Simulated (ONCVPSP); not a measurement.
# Pseudopotential generation for Ru: ONCV, LDA (Perdew-Wang 92), fully relativistic.

ONCVPSP 4.0.1 input, shortened (lines: element, Z, core and valence counts, functional; n l f; lmax; l rc ep ncon nbas qcut; lloc lpopt rc5 dvloc0; l nproj debl; icmod fcfact rcfact), LDA (Perdew-Wang 92), fully relativistic:

```
  Ru 44.00    6    3  -001012      upf
    1    0    2.00
    2    0    2.00
    2    1    6.00
    3    0    2.00
    3    1    6.00
    3    2   10.00
    4    0    2.00
    4    1    6.00
    4    2    6.00
    3
    0    1.65    0.00    3    6    6.60
    1    1.35    0.00    3    7   12.80
    2    1.40    0.00    4    7    6.30
    3    1.35    0.03    3    7    9.40
    4    4    1.25    0.00
    0    2    3.70
    1    2    3.00
    2    1    3.50
    3    3    2.80
    0    0.00    0.00
```

Open shells are filled in proportion to 2j + 1.

In the s channel the program set the typed energies aside and used -3.549, 0.050 Ha.

Problem. Estimate the cutoffs (Ha) at which the residual kinetic energy of the hardest occupied pseudo-wave falls to 1 and 0.1 mHa per electron.

Solution. 48 Ha and 82 Ha.

Problem. Does the potential have ghost states?

Solution. No bound ghost flagged; no localised positive-energy state flagged.

Problem. Tests: 4s2 4p6 4d7 5s1; 4s2 4p6 4d7; 4s2 4p6 4d5; 4s2 4p6 4d6 5s2. Which has the largest error in its energy relative to the reference configuration, and how large is it?

Solution. 4s2 4p6 4d5, with +4.3 meV (all-electron minus pseudo) on +30.85 eV.
